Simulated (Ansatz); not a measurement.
All numbers were calculated with Ansatz.

A structure relaxed at PBE0-D4/def2-TZVP, charge 0, multiplicity 1:

```
atom   x (Å)   y (Å)   z (Å)
  O1   1.097  -1.765   1.306
  C2   0.432  -0.699   0.901
  C3  -0.068  -0.051  -0.105
 Si4  -0.404   0.249  -1.858
 Cl5   0.563   1.966  -2.470
  C6  -0.225   0.532   1.327
  H7   1.189  -1.731   2.264
  H8  -1.848   0.477  -2.093
  H9   0.093  -0.874  -2.685
 H10   0.374   1.401   1.605
 H11  -1.203   0.495   1.808
```

Question: Give its formula and SMILES.

Answer: C3H5ClOSi, `OC1=C([SiH2]Cl)C1`.

Question: Summarise the bond lengths by kind.

Answer: 1 × C–O 1.320 Å; 1 × H–O 0.963 Å; 3 × C–C 1.297 to 1.554 Å; 1 × C–Si 1.810 Å; 1 × Cl–Si 2.063 Å; 2 × H–Si 1.480 to 1.481 Å; 2 × C–H 1.091 Å.
